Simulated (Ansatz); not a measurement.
`CB(C)F` + CH₃SH → `CSB(C)C` + H–F at 298.15 K and 1 bar (ligand exchange at a B–F bond).

Calculated with Ansatz (gas phase, PBE0-D4/def2-TZVP geometries, no zero-point term in ΔE). CCSD(T)/CBS adds triple-zeta CCSD(T) − MP2 to the extrapolated MP2 energy (def2 sets, frozen cores). This one scheme is used for every species. One conformer a species, not always the lowest.

```tsv
species	CCSD(T)/CBS energy (Eh)	H − E (kJ/mol)	S (J/(mol·K))
`CB(C)F`	-204.38401	226.6	312.2
CH₃SH	-438.22835	133.0	253.2
`CSB(C)C`	-542.19673	329.9	369.2
H–F	-100.39570	33.5	173.6
```

H − E and S are ideal-gas, rigid-rotor, harmonic terms from PBE0-D4/def2-TZVP, for one conformer and one mirror image of each species. 1 Eh = 2625.50 kJ/mol, R = 8.31446 J/(mol·K).

Q: By hand: ΔE, ΔH, ΔS and ΔG.

A: ΔE = (-542.19673) + (-100.39570) − (-204.38401) − (-438.22835) = 0.01993 Eh = 52.3 kJ/mol. Δ(H − E) = 329.9 + 33.5 − 226.6 − 133.0 = 3.8, so ΔH = 56.1 kJ/mol. ΔS = 369.2 + 173.6 − 312.2 − 253.2 = -22.6 J/(mol·K). ΔG = 56.1 − 298.15 × (-22.6)/1000 = 62.8 kJ/mol.

Q: By hand: the equilibrium constant, and the temperature at which ΔG would vanish if ΔH and ΔS stayed fixed.

A: log₁₀ K = −ΔG/(RT ln 10) = -11.0. ΔH and −TΔS have one sign here, so there is no such temperature.

ΔH outweighs TΔS. A doubt of 5 kJ/mol in ΔE shifts log₁₀ K by 0.9 here. Other conformers and mirror images would add mixing entropy, several J/(mol·K) or more a flexible species. Modes under 60 cm⁻¹, often nearly free rotors, make the harmonic entropy too high. These are equilibria of isolated gas molecules and say nothing of rates. Largest T1 diagnostic: 0.012 (customary marks: 0.02 for closed shells, 0.045 for open ones).
